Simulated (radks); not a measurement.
The numbers below are computed, except where a source is named.
Effect of the nuclear size on the iodine ion I2+, [Kr] 4d10 5s2 5p3. Level of theory: Dirac Kohn-Sham, exchange-only LDA, spin-unpolarised, spherical densities, finite nucleus; open shells fill j = l - 1/2 first; Fermi nuclear charge, rms radius 4.75 fm (a radial shooting solver on a logarithmic mesh with Libxc functionals). The rms radius is varied about that value; shifts are against it.

| rms radius (fm) | total energy shift (eV) | density at nucleus (e/bohr^3) | 1s1/2 shift (meV) | 2s1/2 shift (meV) | 4p1/2 shift (meV) | 5s1/2 shift (meV) | 5p1/2 shift (meV) | 5p3/2 shift (meV) | 6s1/2 (empty) shift (meV) |
|---|---|---|---|---|---|---|---|---|---|
| 4.2512 | -1.17 | 2.528e+05 | -490 | -57.5 | 0.194 | -0.315 | 0.048 | 0.052 | -0.062 |
| 4.5838 | -0.402 | 2.495e+05 | -168 | -19.7 | 0.067 | -0.108 | 0.017 | 0.018 | -0.021 |
| 4.75 | 0 | 2.48e+05 | 0.000 | 0.000 | 0.000 | 0.000 | 0.000 | 0.000 | 0.000 |
| 4.9685 | 0.547 | 2.461e+05 | 229 | 26.8 | -0.091 | 0.147 | -0.022 | -0.024 | 0.029 |
| 5.3723 | 1.61 | 2.428e+05 | 674 | 79.0 | -0.267 | 0.433 | -0.066 | -0.072 | 0.086 |

Slopes of the eigenvalues against <r^2> in GHz/fm^2, as finite differences over the two radii next to the reference (eigenvalue slopes, not the field-shift constants of lines): 1s1/2 26100, 2s1/2 3060, 4p1/2 -10.4, 5s1/2 16.8, 5p1/2 -2.57, 5p3/2 -2.79, 6s1/2 (empty) 3.32.
